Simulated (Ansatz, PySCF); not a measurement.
Gas-phase reaction in SMILES: Cl[Se]Cl [chloro selenohypochlorite] + H+ -> Cl[SeH+]Cl
Geometries: B3LYP-D3(BJ)/def2-TZVP minima from Ansatz (a first-principles code).

Quantity: proton affinity (electronic energy difference), positive where the reaction releases energy, in kcal/mol. Valence correlation only, unless marked. No spin-orbit coupling. The frozen core is the preceding noble-gas configuration, with the filled d and f shells of earlier blocks. Non-relativistic. Basis-set limits of correlation are two-point, X^-3; Hartree-Fock from the larger set. [CCSD(T)-MP2]/basis is that difference in the basis named.

```tsv
level	program	proton affinity (kcal/mol)
BLYP-D3(BJ)/def2-TZVPD	Ansatz + dftd3	170.4
BLYP-D4/def2-TZVPD	Ansatz + dftd4	169.6
BP86-D3(BJ)/def2-TZVPD	PySCF + dftd3	170.9
BP86-D4/def2-TZVPD	PySCF + dftd4	170.3
M06-L/def2-TZVPD	PySCF	(withheld)
r2SCAN/def2-TZVPD	Ansatz	(withheld)
B3LYP-D3(BJ)/def2-TZVPD	Ansatz + dftd3	169.1
B3LYP-D4/def2-TZVPD	Ansatz + dftd4	168.4
wB97X-V/def2-TZVPD	Ansatz	168.3
B2GP-PLYP-D3(BJ)/def2-TZVPD	Ansatz + dftd3	167.1
SCS-MP2/6-31G*	Ansatz	161.5
RI-MP2/CBS(def2-TZVPP,def2-QZVPP)+[CCSD(T)-MP2]/def2-TZVPP	Ansatz	168.3
```

Question: Complete the blanks.

Answer: 
- M06-L/def2-TZVPD, proton affinity (kcal/mol): 175.8
- r2SCAN/def2-TZVPD, proton affinity (kcal/mol): 169.8
